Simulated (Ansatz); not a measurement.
Relaxation of C2H4N2Si (9 atoms, charge 0, multiplicity 1), to a largest force component of 0.02 eV/Å in at most 40 steps.

All numbers below come from RKS B3LYP-D4/STO-3G (Ansatz 0.2.0).

```xyz
9
Properties=species:S:1:pos:R:3:forces:R:3
N -0.130 1.971 0.562 -2.42 5.38 3.33
C -0.008 0.812 0.156 -2.72 0.37 2.30
N 0.906 0.428 -0.771 6.19 2.47 -5.47
C 0.727 -0.828 -0.758 -1.89 -5.78 0.27
Si -0.694 -0.803 0.433 -0.76 -3.97 2.46
H 0.517 2.598 0.044 1.17 0.80 -0.73
H 1.160 -1.631 -1.335 1.15 -0.08 -0.88
H -2.000 -1.112 -0.126 -0.01 0.00 0.25
H -0.390 -1.481 1.778 -0.72 0.80 -1.52
```

Where does it end, and by what steps?

The forces met the threshold. Limits of this set-up: minimal basis. After 8 steps the energy has fallen by 1.570 eV; N3 moved furthest, 0.17 Å.

```json
{"step": "0", "energy less start (eV)": "0.0000", "largest force component (eV/Å)": "6.193", "accepted": "yes"}
{"step": "1", "energy less start (eV)": "-1.3321", "largest force component (eV/Å)": "2.371", "accepted": "yes"}
{"step": "2", "energy less start (eV)": "-1.4049", "largest force component (eV/Å)": "1.464", "accepted": "yes"}
{"step": "3", "energy less start (eV)": "-1.1575", "largest force component (eV/Å)": "3.305", "accepted": "no"}
{"step": "4", "energy less start (eV)": "-1.5516", "largest force component (eV/Å)": "0.532", "accepted": "yes"}
{"step": "5", "energy less start (eV)": "-1.5620", "largest force component (eV/Å)": "0.225", "accepted": "yes"}
{"step": "6", "energy less start (eV)": "-1.5680", "largest force component (eV/Å)": "0.237", "accepted": "yes"}
{"step": "7", "energy less start (eV)": "-1.5700", "largest force component (eV/Å)": "0.034", "accepted": "yes"}
{"step": "8", "energy less start (eV)": "-1.5700", "largest force component (eV/Å)": "0.016", "accepted": "yes"}
```

```xyz
9
Properties=species:S:1:pos:R:3
N -0.201 2.097 0.600
C -0.004 0.879 0.182
N 1.044 0.368 -0.846
C 0.701 -0.930 -0.796
Si -0.692 -0.864 0.452
H 0.516 2.718 0.083
H 1.234 -1.676 -1.411
H -2.033 -1.148 -0.022
H -0.478 -1.492 1.741
```

Whether the end is a true minimum wasn't checked by a vibrational analysis.

Time of the run: 23 s on 1 thread of Arm Neoverse N1, with other jobs on the host, peak memory 0.11 GiB.
